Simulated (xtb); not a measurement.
nickel atom (Ni), triplet (GFN-xTB shapes and energies of metal compounds can be far from the true ones); xtb with GFN2-xTB.

Input for xtb:
```
$ xtb mol.xyz --gfn 2 --uhf 2 --opt --json

# file mol.xyz
1

Ni     0.00000000     0.00000000     0.00000000
```

Question: Predict the main parts of the log of this xtb run.

Answer: 
```
   ID    Z sym.   atoms
    1   28 Ni     1

           -------------------------------------------------
          |                Calculation Setup                |
           -------------------------------------------------

           -------------------------------------------------
          |                 G F N 2 - x T B                 |
           -------------------------------------------------

          ...................................................
          :                      SETUP                      :
          :.................................................:
          :  # basis functions                  10          :
          :  # atomic orbitals                   9          :
          :  # shells                            3          :
          :  # electrons                        10          :
          :  max. iterations                   250          :
          :  Hamiltonian                  GFN2-xTB          :
          :  restarted?                      false          :
          :  GBSA solvation                  false          :
          :  PC potential                    false          :
          :  electronic temp.          300.0000000     K    :
          :  accuracy                    1.0000000          :
          :  -> integral cutoff          0.2500000E+02      :
          :  -> integral neglect         0.1000000E-07      :
          :  -> SCF convergence          0.1000000E-05 Eh   :
          :  -> wf. convergence          0.1000000E-03 e    :
          :  Broyden damping             0.4000000          :
          :  net charge                          0          :
          :  unpaired electrons                  2          :
          ...................................................

 iter      E             dE          RMSdq      gap      omega  full diag
   1     -4.5217999 -0.452180E+01  0.141E+01    5.65       5.6  T
   2     -4.5217999  0.000000E+00  0.113E+01    5.66       5.7  T
   3     -4.5217999  0.000000E+00  0.871E+00    5.69       5.7  T
   4     -4.5217999  0.000000E+00  0.697E+00    5.72       5.7  T
   5     -4.5217999  0.000000E+00  0.558E+00    5.75       5.7  T
   6     -4.5217999  0.000000E+00  0.446E+00    5.77       5.8  T
   7     -4.5217999  0.000000E+00  0.357E+00    5.80       5.8  T
   8     -4.5217999  0.000000E+00  0.285E+00    5.82       5.8  T
   9     -4.5217999  0.000000E+00  0.228E+00    5.84       5.8  T
[...]
         :: total energy              -4.521799939018 Eh    ::
         :: total energy              -4.521799939018 Eh    ::
[...]
      -------------------------------------------------------------
         1        1.8000           -0.3692198             -10.0470
         2        1.8000           -0.3692198             -10.0470
         3        1.8000           -0.3692198             -10.0470
         4        1.8000           -0.3692198             -10.0470
         5        1.8000           -0.3692198             -10.0470
         6        1.0000           -0.2203150              -5.9951 (HOMO)
         7                         -0.0028506              -0.0776 (LUMO)
         8                         -0.0028506              -0.0776
         9                         -0.0028506              -0.0776
      -------------------------------------------------------------
                  HL-Gap            0.2174644 Eh            5.9175 eV
             Fermi-level           -0.2397428 Eh           -6.5237 eV

     #   Z          covCN         q      C6AA      α(0)
     1  28 Ni       0.000     0.000   589.488    65.147

 Mol. C6AA /au·bohr⁶  :        589.487754
 Mol. C8AA /au·bohr⁸  :      49394.827127
 Mol. α(0) /au        :         65.147166

Wiberg/Mayer (AO) data.
largest (>0.10) Wiberg bond orders for each atom

 ---------------------------------------------------------------------------
     #   Z sym  total        # sym  WBO       # sym  WBO       # sym  WBO
 ---------------------------------------------------------------------------
     1  28 Ni   0.000
 ---------------------------------------------------------------------------

molecular dipole:
                 x           y           z       tot (Debye)
 q only:        0.000       0.000       0.000
   full:        0.000       0.000       0.000       0.000
molecular quadrupole (traceless):
                xx          xy          yy          xz          yz          zz
 q only:        0.000       0.000       0.000       0.000       0.000       0.000
  q+dip:        0.000       0.000       0.000       0.000       0.000       0.000
   full:        0.000       0.000       0.000       0.000       0.000       0.000

optimized geometry written to: xtbopt.xyz

           -------------------------------------------------
          | TOTAL ENERGY               -4.521799939018 Eh   |
          | GRADIENT NORM               0.000000000000 Eh/α |
          | HOMO-LUMO GAP               5.917507796770 eV   |
           -------------------------------------------------

normal termination of xtb
```
